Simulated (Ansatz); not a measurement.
selenium atom (Se), triplet; R2SCAN/6-31G* run with Ansatz (an electronic-structure program).

The Ansatz input:
Ansatz 0.2 input:
```yaml
crystal:
  periodic: [false, false, false]
  atoms:
    - {symbol: Se, position_ang: [0.00000000, 0.00000000, 0.00000000]}
basis:
  gaussian:
    orbitals: 6-31G*
    fitting: {mean_field: cc-pVTZ-JKFIT}
hamiltonian:
  xc: r2scan
magnetization: {spin_polarized: true, initial_magnetization: 2}
```

Problem. Write the output that Ansatz gives for this input, abridged.

Solution. 
```
Functional definition: r2SCAN
207 factors; integrals over basis functions are off by at most 3.6e-2 eV
mean field evaluation 1: about -65339.3070 eV, gradient 4.1e0 eV
mean field evaluation 2: about -65339.3855 eV, gradient 1.2e0 eV
mean field evaluation 4: about -65339.3915 eV, gradient 3.8e-2 eV
mean field evaluation 8: about -65339.3895 eV, gradient 2.2e-4 eV
mean field evaluation 16: about -65339.3895 eV, gradient 3.1e-3 eV
mean field evaluation 32: about -65339.2356 eV, gradient 4.5e0 eV
mean field -65339.38948674 eV, -2401.1782750088 hartree, gradient 1.2e-5 eV, S^2 2.003360; 4 other end points of the search recorded, 0 dependent functions left out
reference -65339.38949402 eV, -2401.1782752764 hartree; 18, 16 occupied and 17, 19 virtual orbitals, 207 factors
Total energy: -65339.38949402 eV, -2401.1782752764 hartree
```
